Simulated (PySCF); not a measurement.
C10H8S, SMILES c1ccc(cc1)-c1sccc1.

Geometry optimised at r2SCAN-D4/def2-SVP. A frequency run showed that this geometry is not a minimum. One conformer was computed; it need not be the lowest.

Calculation: CAM-B3LYP/def2-SVP run with PySCF.

Symmetry labels are those of the subgroup Cs that the program uses (full group Cs).

List the valence orbital energies around the gap with their symmetry. (Estimate from the structure and the level; the computed values follow.)


```csv
orbital,symmetry,energy (eV)
HOMO−7,A",-11.80
HOMO−6,A',-11.55
HOMO−5,A',-11.28
HOMO−4,A',-10.70
HOMO−3,A",-9.36
HOMO−2,A",-8.60
HOMO−1,A",-8.39
HOMO,A",-7.18
LUMO,A",-0.15
LUMO+1,A",0.97
LUMO+2,A",1.93
LUMO+3,A',2.51
```
